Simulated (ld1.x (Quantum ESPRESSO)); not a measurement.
Te (Z = 52): TM pseudisation with PBEsol, scalar-relativistic reference atom.

* Element: tellurium
* Generator: ld1.x (Quantum ESPRESSO) 7.5
* Type: norm-conserving Troullier–Martins (Kleinman–Bylander form)
* Functional: PBEsol
* Relativity: scalar-relativistic
* Frozen core: [Ar] 3d10 4s2
* Valence charge: 22
* Reference configuration: 4p6 4d10 5s2 5p4
* Partial waves: 4p (bound): rc 1.10 bohr; 4d (bound): rc 1.55 bohr; 5s (bound): rc 1.80 bohr
* Local potential: the s channel
* Core correction: none

Occupied shells without a wave of their own: 5p. They enter only through the test configuration that unscreens the potential.

Calculated quality:

| Property | Result |
| --- | --- |
| Cutoffs needed | 140 Ry and 200 Ry (the cutoffs (Ry, on a coarse ladder) from which the occupation-weighted sum of valence levels, in a spherical-Bessel basis at the reference potential, stays within 10 and 1 mRy of its value at 400 Ry) |
| Ghost test | no extra level below or beside the all-electron valence levels (p, d, s, f tested) (spherical-Bessel basis up to 400 Ry, 20 bohr box) |
| Largest excitation error | +13392 meV (all-electron minus pseudo) for 4p6 4d10 5s2 5p1, out of 7 test configurations |

The potential misses its own reference levels by up to 2.3 eV, so it is not fit for use.

Generation and tests took about 7.8 s on one core of a shared server CPU.
